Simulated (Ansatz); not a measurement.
Consider the substitution at a C–Ge bond: `[CH3][GeH2][CH2]N` + `BS` → `BSC` + `N[CH2][GeH3]`.

Gas-phase electronic energies from Ansatz, PBE0-D4/def2-TZVP geometries. CBS: MP2 limit from def2 TZ/QZ plus the TZ coupled-cluster correction, frozen cores. This one scheme is used for every species. For Ge outer-core shells are correlated without core-valence functions, which leaves a few kJ/mol of doubt a bond. Scalar relativity is left out up to krypton. One conformer a species, not always the lowest.

`[CH3][GeH2][CH2]N`:

```xyz
13

C    -1.790    0.473    1.121
Ge   -0.054    0.812    0.287
C     0.524   -0.748   -0.763
N     1.890   -0.569   -1.229
H    -1.735   -0.396    1.779
H    -2.547    0.283    0.358
H    -2.106    1.334    1.712
H     1.009    1.073    1.380
H    -0.129    2.055   -0.618
H     0.352   -1.656   -0.164
H    -0.141   -0.812   -1.629
H     2.531   -0.488   -0.450
H     2.196   -1.360   -1.783
```

`BS`:

Cartesian coordinates in Å:
```
B 0.502 0.109 0.268
S -0.687 0.317 -1.019
H 1.491 0.768 0.173
H 0.316 -0.646 1.169
H -1.622 -0.548 -0.591
```

`BSC`:

```xyz
8

B    -0.504    0.652    1.355
S    -0.655    0.822   -0.379
C     0.373   -0.483   -1.093
H     0.178   -0.202    1.835
H    -1.119    1.436    2.010
H     1.141   -0.030   -1.718
H    -0.251   -1.129   -1.710
H     0.837   -1.066   -0.300
```

`N[CH2][GeH3]`:

Cartesian coordinates in Å:
```
N -0.492 0.616 -1.319
C -0.179 0.717 0.099
Ge 0.292 -1.055 0.807
H 0.321 0.327 -1.849
H -0.787 1.510 -1.692
H 0.623 1.426 0.352
H -1.073 1.045 0.637
H 1.422 -1.653 -0.055
H -0.920 -1.997 0.760
H 0.793 -0.935 2.259
```

```tsv
level	ΔE (kJ/mol)
HF/def2-QZVPP	34.7
SCS-MP2/def2-QZVPP	36.5
```

Task: What does CCSD(T)/CBS give? (An estimate is asked.)

Result: The calculation gave: +36.0 kJ/mol. The listed levels differ from it by -1.3, 0.5 kJ/mol.

Largest T1 diagnostic among the species: 0.015.

In def2-TZVPP, CCSD(T) changes the Hartree–Fock value by +3.5 kJ/mol (the triples alone add −1.1 kJ/mol) and MP2 by +4.7 kJ/mol.
